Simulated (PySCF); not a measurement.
Si(AsH2)(F)(OH)2 (AsFH₄O₂Si), SMILES O[Si](O)(F)[AsH2].

Geometry: B3LYP-D3(BJ)/def2-SVP. The structure was generated by enumeration, and PubChem lists no compound with its InChIKey, so it may never have been made. One conformer was computed; it need not be the lowest.

Two levels are set side by side: TDA-PBE/def2-SVPD (PySCF) and TDA-CAM-B3LYP/def2-SVPD (PySCF). Vertical, same geometry. The lowest singlet is HOMO→LUMO 97 % with PBE and HOMO→LUMO 66 %, HOMO→LUMO+1 16 % with the other functional; states are paired by order. Differences are taken from unrounded values.

```tsv
quantity	TDA-CAM-B3LYP
lowest singlet excitation (eV)	6.62
lowest triplet excitation (TDA) (eV)	5.80
first bright state (f over 0.05) (eV)	6.62
its oscillator strength	0.08
```

Problem. What does TDA-PBE give, and how far is it from TDA-CAM-B3LYP? (The exact figures need the calculation; the answer reports its results.)

Solution. 
```
quantity                               TDA-PBE  TDA-PBE minus TDA-CAM-B3LYP
-------------------------------------  -------  ---------------------------
lowest singlet excitation (eV)            5.84                        -0.78
lowest triplet excitation (TDA) (eV)      5.53                        -0.28
first bright state (f over 0.05) (eV)     5.84                        -0.78
its oscillator strength                   0.09                         0.01
```

A lower first singlet is the usual sign of a functional without exact exchange. Differences between two approximate levels are no errors against the true value.

Rough cost on one machine, each run with all the roots and properties that it gave: TDA-CAM-B3LYP against TDA-PBE about 4 times.
